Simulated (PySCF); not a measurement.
C8H16Si.
Numbering: `[CH2:1]=[C:2]([CH3:3])[C@@:4]1([CH3:5])[CH2:6][CH2:7][CH2:8][SiH2:9]1` (hydrogens: H10, H11 on C1; H12, H13, H14 on C3; H15, H16, H17 on C5; H18, H19 on C6; H20, H21 on C7; H22, H23 on C8; H24, H25 on Si9)

The same species was optimised twice, with GFN2-xTB and with PBE0-D3(BJ)/def2-SVP (PySCF), and the same property calculations (PySCF, gas phase) were run on both structures.

| coordinate | GFN2-xTB | PBE0-D3(BJ)/def2-SVP | change |
| --- | --- | --- | --- |
| C1=C2 (Å) | 1.325 | 1.340 | +0.015 |
| C2–C4 (Å) | 1.505 | 1.512 | +0.007 |
| C7–C8 (Å) | 1.531 | 1.537 | +0.006 |
| C8–Si9 (Å) | 1.902 | 1.898 | -0.004 |
| C4–C6 (Å) | 1.538 | 1.543 | +0.005 |
| C6–C7 (Å) | 1.527 | 1.530 | +0.003 |
| C4–C5 (Å) | 1.535 | 1.539 | +0.004 |
| C4–Si9 (Å) | 1.928 | 1.931 | +0.003 |
| C2–C3 (Å) | 1.504 | 1.504 | 0.000 |
| C2–C4–C5 (°) | 108.3 | 110.4 | +2.1 |
| C4–Si9–C8 (°) | 94.4 | 96.2 | +1.8 |
| C6–C4–Si9 (°) | 102.2 | 100.5 | -1.7 |
| C5–C4–Si9 (°) | 110.4 | 108.9 | -1.5 |
| C7–C8–Si9 (°) | 104.8 | 103.5 | -1.3 |
| C1–C2–C4 (°) | 124.9 | 123.7 | -1.2 |
| C2–C4–C6 (°) | 113.7 | 114.6 | +0.9 |
| C4–C6–C7 (°) | 109.5 | 110.3 | +0.8 |
| C1–C2–C4–C5 (°) | -117 | -121 | -4 |

Rotational constants: A = 2101, B = 1083, C = 960.0 MHz (GFN2-xTB) against A = 2093, B = 1066, C = 956.3 MHz (PBE0-D3(BJ)/def2-SVP). Point groups within 0.08 Å: C1 and C1.

On the GFN2-xTB structure: HOMO (eV) -6.79 [PBE0/pcSseg-1]; LUMO (eV) 0.57 [PBE0/pcSseg-1]; dipole (D) 0.52 [PBE0/pcSseg-1]; GIAO shielding of C1 (ppm) 76.7 [PBE0/pcSseg-1]; GIAO shielding of C2 (ppm) 25.1 [PBE0/pcSseg-1]; GIAO shielding of C3 (ppm) 157.7 [PBE0/pcSseg-1]; GIAO shielding of C4 (ppm) 145.0 [PBE0/pcSseg-1]; GIAO shielding of C5 (ppm) 161.5 [PBE0/pcSseg-1]; GIAO shielding of C6 (ppm) 143.8 [PBE0/pcSseg-1]; GIAO shielding of C7 (ppm) 158.2 [PBE0/pcSseg-1]; GIAO shielding of C8 (ppm) 177.2 [PBE0/pcSseg-1].

Problem. What do these properties become on the PBE0-D3(BJ)/def2-SVP structure?

Solution. 
```json
{"property": "HOMO (eV)", "level": "PBE0/pcSseg-1", "on GFN2-xTB": "-6.79", "on PBE0-D3(BJ)/def2-SVP": "-6.76", "change": "+0.03"}
{"property": "LUMO (eV)", "level": "PBE0/pcSseg-1", "on GFN2-xTB": "0.57", "on PBE0-D3(BJ)/def2-SVP": "0.48", "change": "-0.09"}
{"property": "dipole (D)", "level": "PBE0/pcSseg-1", "on GFN2-xTB": "0.52", "on PBE0-D3(BJ)/def2-SVP": "0.59", "change": "+0.07"}
{"property": "energy, GFN2-xTB geometry as zero (kcal/mol)", "level": "PBE0/pcSseg-1", "on GFN2-xTB": "0.0", "on PBE0-D3(BJ)/def2-SVP": "-1.5", "change": "-1.5"}
{"property": "GIAO shielding of C1 (ppm)", "level": "PBE0/pcSseg-1", "on GFN2-xTB": "76.7", "on PBE0-D3(BJ)/def2-SVP": "71.8", "change": "-4.9"}
{"property": "GIAO shielding of C2 (ppm)", "level": "PBE0/pcSseg-1", "on GFN2-xTB": "25.1", "on PBE0-D3(BJ)/def2-SVP": "23.5", "change": "-1.6"}
{"property": "GIAO shielding of C3 (ppm)", "level": "PBE0/pcSseg-1", "on GFN2-xTB": "157.7", "on PBE0-D3(BJ)/def2-SVP": "157.0", "change": "-0.7"}
{"property": "GIAO shielding of C4 (ppm)", "level": "PBE0/pcSseg-1", "on GFN2-xTB": "145.0", "on PBE0-D3(BJ)/def2-SVP": "146.4", "change": "+1.4"}
{"property": "GIAO shielding of C5 (ppm)", "level": "PBE0/pcSseg-1", "on GFN2-xTB": "161.5", "on PBE0-D3(BJ)/def2-SVP": "160.0", "change": "-1.5"}
{"property": "GIAO shielding of C6 (ppm)", "level": "PBE0/pcSseg-1", "on GFN2-xTB": "143.8", "on PBE0-D3(BJ)/def2-SVP": "143.1", "change": "-0.7"}
{"property": "GIAO shielding of C7 (ppm)", "level": "PBE0/pcSseg-1", "on GFN2-xTB": "158.2", "on PBE0-D3(BJ)/def2-SVP": "157.3", "change": "-0.9"}
{"property": "GIAO shielding of C8 (ppm)", "level": "PBE0/pcSseg-1", "on GFN2-xTB": "177.2", "on PBE0-D3(BJ)/def2-SVP": "176.0", "change": "-1.2"}
```

The heavy atoms differ by 0.031 Å rms after alignment. Among bonds between heavy atoms C1=C2 changes most (+0.015 Å). Changes are differences of the printed values. Neither structure is proved a minimum here.
